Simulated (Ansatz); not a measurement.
Molecule: CH3BI, charge 0, multiplicity 2. It need not be the lowest isomer of its formula. 
Structure (B3LYP-D3(BJ)/def2-TZVP (Ansatz, a program for electronic structure) minimum search):
```xyz
6

C     -2.6788     0.1199     0.1385
B     -1.2994     0.7975     0.2729
I      0.5971    -0.0850    -0.0496
H     -3.4930     0.8348     0.0070
H     -2.7173    -0.6285    -0.6585
H     -2.8662    -0.4089     1.0833
```
Charge 0, spin multiplicity 2.

Total electronic energies in hartree. Correlated levels leave the core frozen unless marked. UHF or UKS for open shells. Spin-orbit coupling is left out. Frozen are the shells of the preceding noble gas and the d and f shells that filled before the atom's block. In def2 rows, elements after Kr have scalar-relativistic effective core potentials. STO-3G rows are all-electron and non-relativistic. CBS(X,Y): correlation extrapolated as X^-3; Hartree-Fock from the larger set.

| level | program | energy (Eh) |
|---|---|---|
| HF/STO-3G | Ansatz | -6914.17492 |
| HF/def2-SVP | Ansatz | -360.87405 |
| HF/def2-TZVPP | Ansatz | -360.95358 |
| B97M-V/def2-TZVPD | Ansatz | -362.44213 |
| CAM-B3LYP-D4/def2-TZVPD | Ansatz + dftd4 | ? |
| LC-wPBE/def2-TZVPD | Ansatz | ? |
| RI-MP2/CBS(def2-TZVPP,def2-QZVPP) | Ansatz | -361.4057 |
| CCSD(T)/STO-3G | Ansatz | -6914.28669 |
| CCSD(T)/CBS(def2-TZVPP,def2-QZVPP) | Ansatz | -361.4576 |

### Question
Some entries are withheld; supply them.

### Answer

- CAM-B3LYP-D4/def2-TZVPD, energy (Eh): -362.40738
- LC-wPBE/def2-TZVPD, energy (Eh): -362.43165
